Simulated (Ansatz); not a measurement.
Consider the ligand exchange at the Al–O bond: `C[O][Al]([F])[O][SiH3]` + H–F → `[F][Al]([F])[O][SiH3]` + CH₃OH.

Isolated molecules relaxed with PBE0-D4/def2-TZVP in Ansatz; ΔE leaves out vibrations. CCSD(T)/CBS adds triple-zeta CCSD(T) − MP2 to the extrapolated MP2 energy (def2 sets, frozen cores). This one scheme is used for every species. DFT in def2-TZVPP. B3LYP here is the variant with VWN-RPA as its local correlation; programs differ in this. One conformer a species, not always the lowest.

`C[O][Al]([F])[O][SiH3]`:

Z-matrix (Å, degrees):
```
C
O 1 1.400
H 1 1.094 2 109.9
H 1 1.096 2 112.6 3 -120.7
H 1 1.094 2 109.8 3 118.7
Al 2 1.668 1 134.6 3 120.4
O 6 1.669 2 122.3 1 -0.1
F 6 1.638 2 117.9 1 179.9
Si 7 1.626 6 170.0 2 179.1
H 9 1.487 7 109.6 6 -168.2
H 9 1.486 7 110.0 6 72.1
H 9 1.486 7 110.3 6 -48.3
```

H–F:

Z-matrix (Å, degrees):
```
F
H 1 0.920
```

`[F][Al]([F])[O][SiH3]`:

Cartesian coordinates in Å:
```
F 0.047 -2.993 0.433
Al 0.811 -1.635 -0.060
F 2.339 -1.780 -0.621
O 0.060 -0.160 0.006
Si -0.651 1.305 0.050
H -2.106 1.164 -0.216
H -0.049 2.187 -0.983
H -0.451 1.912 1.391
```

CH₃OH:

Cartesian coordinates in Å:
```
C -0.195 -0.096 0.282
O 0.676 -0.269 -0.812
H -0.340 -1.078 0.733
H -1.178 0.286 -0.022
H 0.220 0.572 1.046
H 0.817 0.584 -1.227
```

```tsv
level	ΔE (kJ/mol)	difference from CCSD(T)/CBS
B2PLYP	-50.3	-3.1
PBE0	-49.5	-2.3
B3LYP	-52.7	-5.5
HF/def2-TZVPP	-54.5	-7.3
CCSD/def2-TZVPP	-47.8	-0.6
CCSD(T)/def2-TZVPP	-46.4	0.8
HF/def2-QZVPP	-56.1	-8.9
SCS-MP2/def2-QZVPP	-48.9	-1.7
HF/CBS(def2)	-56.4	-9.2
CCSD/CBS(def2)	-48.5	-1.3
CCSD(T)/CBS	-47.2	0
```

Largest T1 diagnostic among the species: 0.012.

The D4 term adds +6.3 kJ/mol with B3LYP and +3.8 kJ/mol with PBE0; it sums over pairs of atoms, weighted by their polarisabilities, and B3LYP, whose exchange is more repulsive, gets the larger term. In def2-TZVPP, CCSD(T) changes the Hartree–Fock value by +8.1 kJ/mol (the triples alone add +1.4 kJ/mol) and MP2 by +9.0 kJ/mol.
